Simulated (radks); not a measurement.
Isoelectronic series with 20 electrons, all held in the configuration [Ar] 4s2, which need not be the ground one along the series. All-electron calculation, scalar-relativistic Kohn-Sham, PBE, spin-polarised, spherical densities, point nucleus. Program: a radial shooting solver on a logarithmic mesh with Libxc functionals. Total energies (hartree) and mean radii <r> (bohr):

\begin{tabular}{lrrrr}
ion & E (hartree) & 4s & 3p & 3s \\ \hline
Ca & -680.32517 & 4.020 & 1.271 & 1.156 \\
V3+ & -946.15385 & 2.335 & 0.9533 & 0.9116 \\
Fe6+ & -1258.71521 & 1.735 & 0.7670 & 0.7524 \\
Cu9+ & -1618.29433 & 1.396 & 0.6431 & 0.6406 \\
Ge12+ & -2025.32469 & 1.173 & 0.5541 & 0.5575 \\
Br15+ & -2480.33548 & 1.013 & 0.4870 & 0.4933 \\
Sr18+ & -2983.94027 & 0.8925 & 0.4343 & 0.4421 \\
Nb21+ & -3536.83558 & 0.7973 & 0.3918 & 0.4002 \\
Ru24+ & -4139.80337 & 0.7204 & 0.3569 & 0.3653 \\
Ag27+ & -4793.71578 & 0.6567 & 0.3275 & 0.3358 \\
Sn30+ & -5499.54143 & 0.6031 & 0.3025 & 0.3104 \\
I33+ & -6258.35325 & 0.5572 & 0.2809 & 0.2883 \\
Ba36+ & -7071.3378 & 0.5175 & 0.2621 & 0.2689 \\
Pr39+ & -7939.8067 & 0.4828 & 0.2456 & 0.2517 \\
Sm42+ & -8865.2095 & 0.4520 & 0.2309 & 0.2364 \\
Tb45+ & -9849.1496 & 0.4247 & 0.2178 & 0.2226 \\
Er48+ & -10893.4031 & 0.4001 & 0.2060 & 0.2101 \\
Lu51+ & -11999.9411 & 0.3780 & 0.1953 & 0.1987 \\
W54+ & -13170.9564 & 0.3578 & 0.1856 & 0.1883 \\
\end{tabular}
